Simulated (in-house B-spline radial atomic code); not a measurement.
Settings and results of a run for Zr+. All numbers are computed (scalar-relativistic (X2C) TPSSh, spin-polarised, spherical fractional occupations, exact exchange averaged over the configuration; Fermi nucleus of rms radius 4.2694 fm) with an all-electron radial atomic-structure program (B-spline basis), not measured.

Command:
```bash
python run_scf.py task.json out
```
Settings (nuclear radius in fm, mass in u):
```
Z                40
configuration    [Kr] 4d2 5s1
hamiltonian      x2c
method           tpssh
spin_polarised   True
nucleus          fermi
rms_radius       4.2694
atomic_mass      89.9047
speed_of_light   137.035999084
exact_exchange   averaged over the configuration
```

Output (hartree, bohr):
```
 radial grid: 82 intervals, B-splines of order 8, outer radius 60 bohr

 iter        energy (Eh)    residual
    1       -3597.886225    6.33e-02
    2       -3597.889606    1.46e-03
    3       -3597.889628    4.27e-04
    4       -3597.889628    2.19e-04
    5       -3597.889629    2.38e-05
    6       -3597.889629    8.84e-06
    7       -3597.889629    1.56e-06
    8       -3597.889629    3.96e-07

 total energy                     -3597.88963
 kinetic                            3717.8752
 electron-nucleus                  -8673.5897
 Hartree                            1472.5129
 exact exchange                      -11.2512
 exchange-correlation               -103.4369

 orbital      occ     eigenvalue          <r>       <r^2>       <1/r>       r_max
 1s up      1.000      -656.2411    0.0365767  0.00181523     42.5063     0.02358
 1s down    1.000      -656.2406    0.0365767  0.00181523     42.5062     0.02358
 2s up      1.000       -91.4530     0.162075   0.0310339     9.47995      0.1368
 2s down    1.000       -91.4468      0.16207   0.0310321     9.48029      0.1368
 2p up      3.000       -81.5130     0.141508   0.0244941     9.03705      0.1092
 2p down    3.000       -81.5081     0.141502   0.0244919     9.03738      0.1092
 3s up      1.000       -15.3655      0.45758    0.240163     3.18576      0.4077
 3s down    1.000       -15.3613     0.457618    0.240191     3.18514      0.4077
 3p up      3.000       -12.1048     0.461588    0.248349     2.98967       0.402
 3p down    3.000       -12.1004      0.46159    0.248324      2.9893       0.402
 3d up      5.000        -6.7649     0.452747    0.247947     2.73777      0.3479
 3d down    5.000        -6.7573     0.452659     0.24777     2.73774       0.348
 4s up      1.000        -2.3354       1.2189     1.68436      1.1126       1.081
 4s down    1.000        -2.2893      1.21211     1.66471     1.12002       1.077
 4p up      3.000        -1.5034      1.37408     2.16626    0.970395       1.181
 4p down    3.000        -1.4475       1.3624     2.12754    0.979661       1.174
 4d up      2.000        -0.4066      2.12419     5.45042     0.62718       1.591
 5s up      1.000        -0.3922      3.37843     12.8564    0.379026       2.989
```

Cost of the run: 1.2 s on 1 thread of Arm Neoverse N1 (shared host).

One-electron X2C: radii and densities carry no picture-change correction, so inner-shell <1/r> comes out high (for 1s by about 2 % at Z = 33, 5 % at 54, 10 % at 75, 30 % at 118) and <r> low.
